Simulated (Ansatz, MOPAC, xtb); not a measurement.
Spectroscopic constants of AlCl-, multiplicity 2 (lowest of 2S+1 = 2, 4 at CCSD(T)/def2-TZVPP on PBE0 minima; our sources give no spin for the ground state, which may be another).

The constants come from a fifth-degree fit in 1/R (seven points, main isotopes). Runs in def2 and cc sets follow the lowest solution found near the PBE0 minimum.

Codes used: Ansatz (a program for electronic structure); MOPAC for AM1, PM3, PM6 (differences of heats of formation); xtb for the GFN methods. Each number belongs to the level named beside it. The GFN methods have no spin term and hold the electronic entropy of 300 K.

```json
[
 {"level": "AM1", "r_e (Å)": "2.270", "ω_e (cm⁻¹)": "384", "B_e (cm⁻¹)": "0.215", "ω_e x_e (cm⁻¹)": "33"},
 {"level": "PM3", "r_e (Å)": "2.356", "ω_e (cm⁻¹)": "438", "B_e (cm⁻¹)": "0.199", "ω_e x_e (cm⁻¹)": "7.7"},
 {"level": "PM6", "r_e (Å)": "2.231", "ω_e (cm⁻¹)": "471", "B_e (cm⁻¹)": "0.222", "ω_e x_e (cm⁻¹)": "3.2"},
 {"level": "GFN1-xTB", "r_e (Å)": "2.356", "ω_e (cm⁻¹)": "281", "B_e (cm⁻¹)": "0.199", "ω_e x_e (cm⁻¹)": "0.64"},
 {"level": "SVWN5/def2-TZVPP", "r_e (Å)": "2.289", "ω_e (cm⁻¹)": "343", "B_e (cm⁻¹)": "0.211", "ω_e x_e (cm⁻¹)": "2.2"},
 {"level": "PBE/def2-TZVPP", "r_e (Å)": "2.332", "ω_e (cm⁻¹)": "321", "B_e (cm⁻¹)": "0.204", "ω_e x_e (cm⁻¹)": "2.2"},
 {"level": "r2SCAN/def2-TZVPP", "r_e (Å)": "2.308", "ω_e (cm⁻¹)": "335", "B_e (cm⁻¹)": "0.208", "ω_e x_e (cm⁻¹)": "2.3"},
 {"level": "B97M-V/def2-TZVPP", "r_e (Å)": "2.305", "ω_e (cm⁻¹)": "332", "B_e (cm⁻¹)": "0.208", "ω_e x_e (cm⁻¹)": "2.6"},
 {"level": "B3LYP/def2-TZVPP", "r_e (Å)": "2.343", "ω_e (cm⁻¹)": "310", "B_e (cm⁻¹)": "0.202", "ω_e x_e (cm⁻¹)": "2.3"},
 {"level": "PBE0/def2-TZVPP", "r_e (Å)": "2.312", "ω_e (cm⁻¹)": "332", "B_e (cm⁻¹)": "0.207", "ω_e x_e (cm⁻¹)": "2.3"},
 {"level": "BHLYP/def2-TZVPP", "r_e (Å)": "2.324", "ω_e (cm⁻¹)": "319", "B_e (cm⁻¹)": "0.205", "ω_e x_e (cm⁻¹)": "2.5"},
 {"level": "CAM-B3LYP/def2-TZVPP", "r_e (Å)": "2.323", "ω_e (cm⁻¹)": "320", "B_e (cm⁻¹)": "0.205", "ω_e x_e (cm⁻¹)": "2.4"},
 {"level": "wB97X-V/def2-TZVPP", "r_e (Å)": "2.314", "ω_e (cm⁻¹)": "331", "B_e (cm⁻¹)": "0.207", "ω_e x_e (cm⁻¹)": "2.4"},
 {"level": "wB97M-V/def2-TZVPP", "r_e (Å)": "2.333", "ω_e (cm⁻¹)": "318", "B_e (cm⁻¹)": "0.203", "ω_e x_e (cm⁻¹)": "2.3"},
 {"level": "B2PLYP/def2-TZVPP", "r_e (Å)": "2.327", "ω_e (cm⁻¹)": "322", "B_e (cm⁻¹)": "0.204", "ω_e x_e (cm⁻¹)": "2.3"},
 {"level": "CCSD/aug-cc-pV(T+d)Z", "r_e (Å)": "2.287", "ω_e (cm⁻¹)": "340", "B_e (cm⁻¹)": "0.212", "ω_e x_e (cm⁻¹)": "2.6"},
 {"level": "CCSD/def2-TZVPP", "r_e (Å)": "2.316", "ω_e (cm⁻¹)": "335", "B_e (cm⁻¹)": "0.206", "ω_e x_e (cm⁻¹)": "2.4"},
 {"level": "CCSD/aug-cc-pV(Q+d)Z", "r_e (Å)": "2.274", "ω_e (cm⁻¹)": "344", "B_e (cm⁻¹)": "0.214", "ω_e x_e (cm⁻¹)": "2.7"},
 {"level": "CCSD/def2-QZVPP", "r_e (Å)": "2.291", "ω_e (cm⁻¹)": "341", "B_e (cm⁻¹)": "0.211", "ω_e x_e (cm⁻¹)": "2.6"},
 {"level": "CCSD(T)/aug-cc-pV(T+d)Z", "r_e (Å)": "2.288", "ω_e (cm⁻¹)": "341", "B_e (cm⁻¹)": "0.211", "ω_e x_e (cm⁻¹)": "2.6"},
 {"level": "CCSD(T)/def2-TZVPP", "r_e (Å)": "2.313", "ω_e (cm⁻¹)": "339", "B_e (cm⁻¹)": "0.207", "ω_e x_e (cm⁻¹)": "2.3"},
 {"level": "CCSD(T)/aug-cc-pV(Q+d)Z", "r_e (Å)": "2.274", "ω_e (cm⁻¹)": "346", "B_e (cm⁻¹)": "0.214", "ω_e x_e (cm⁻¹)": "2.6"},
 {"level": "CCSD(T)/def2-QZVPP", "r_e (Å)": "2.291", "ω_e (cm⁻¹)": "343", "B_e (cm⁻¹)": "0.211", "ω_e x_e (cm⁻¹)": "2.5"},
 {"level": "CCSD(T)/CBS(aug-cc-pV(T+d)Z, aug-cc-pV(Q+d)Z)", "r_e (Å)": "2.269", "ω_e (cm⁻¹)": "348", "B_e (cm⁻¹)": "0.215", "ω_e x_e (cm⁻¹)": "2.6"},
 {"level": "CCSD(T)/CBS(def2-TZVPP, def2-QZVPP)", "r_e (Å)": "2.292", "ω_e (cm⁻¹)": "340", "B_e (cm⁻¹)": "0.211", "ω_e x_e (cm⁻¹)": "2.6"}
]
```

Frozen-core correlation. CBS: X⁻³ extrapolation of the correlation energy, Hartree–Fock from the larger set. The state that AM1, PM3, PM6 reach isn't checked.
